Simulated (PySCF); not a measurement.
Molecule: Ga(Me)(OAc)2, SMILES C(C)([O][Ga]([O]C(C)=O)[CH3])=O (C5H9GaO4). Atoms near the plane z = 0.0 Å, at the GFN2-xTB optimised geometry (x, y, z in Å): Ga1 (-0.9, 0.4, 0.0), H3 (-3.2, -0.2, -1.1), O6 (-1.1, 2.5, 0.0), O13 (1.1, 0.4, 0.0), C14 (1.1, -0.8, 0.6), C15 (2.4, -1.4, 1.0), O16 (0.0, -1.4, 0.8), H17 (2.4, -2.5, 1.0), H19 (3.2, -1.0, 0.3).

Calculation: B3LYP/def2-SVP run with PySCF. Cells within 0.4 Å of a nucleus heavier than hydrogen are left out (blank, or x). The values are rescaled to run from 0 to 1.

```
|444444444444444444444444444|
|444444444444444444444444444|
|444444444444444444444444444|
|444444444444444444444444444|
|444444444444444444444444444|
|444444444555544444444444444|
|444444445655544444444444444|
|4444444456xx554444444444444|
|4444444456x0654444444444444|
|444444444555544444444444444|
|444444444455545555444444444|
|444444444599955656544444444|
|4444444448xx965xx5544444444|
|44444444469x9561x6544444444|
|444444444469655555554444444|
|444444444444555555554444444|
|444444444444565555554444444|
|444444444444555555555544444|
|444444444444454444554444444|
|444444444444444444444444444|
|444444444444444444444444444|
|444444444444444444444444444|
|444444444444444444444444444|
|444444444444444444444444444|
|444444444444444444444444444|
|444444444444444444444444444|
|444444444444444444444444444|
```
Scale: ten equal steps from 0.000 (start of '0') to 1.00 (end of '9'), in the order '0123456789'; x runs from -5.50 to 5.50, y from -5.50 (bottom) to 5.50 (top).

**Question.** Which quantity is mapped?
(A) log10 of the electron density
(B) electrostatic potential
(C) electron localisation function
(D) Laplacian of the electron density

**Answer.** D, Laplacian of the electron density. In full: Laplacian of the electron density (e/bohr⁵), clipped to [-1.50, 1.50].
